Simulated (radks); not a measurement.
The numbers below are computed, except where a source is named.
Q: Ionisation of neutral cerium, [Xe] 4f1 5d1 6s2, to Ce+, [Xe] 4f1 5d2, under several functionals. Dirac Kohn-Sham, spin-unpolarised, spherical densities, point nucleus; open shells fill j = l - 1/2 first; a radial shooting solver on a logarithmic mesh with Libxc functionals. The NIST Atomic Spectra Database gives 5.539 eV (measured). Rank these functionals by the error of their Delta-SCF ionisation energy: exchange-only PBE; PBEsol; revPBE; BLYP; LDA (Slater exchange, Perdew-Zunger correlation); OLYP; exchange-only LDA.

A: From best to worst: OLYP 5.622 eV (+0.083); exchange-only LDA 5.784 eV (+0.245); exchange-only PBE 5.870 eV (+0.332); revPBE 5.994 eV (+0.455); PBEsol 6.131 eV (+0.593); BLYP 6.174 eV (+0.635); LDA (Slater exchange, Perdew-Zunger correlation) 6.386 eV (+0.848). Spin polarisation and multiplet splitting are left out, so open shells lie too high by an amount that depends on their filling.

Beside tabulated values, note that spin-unpolarised runs miss the spin-polarisation part of the exchange energy of open shells.
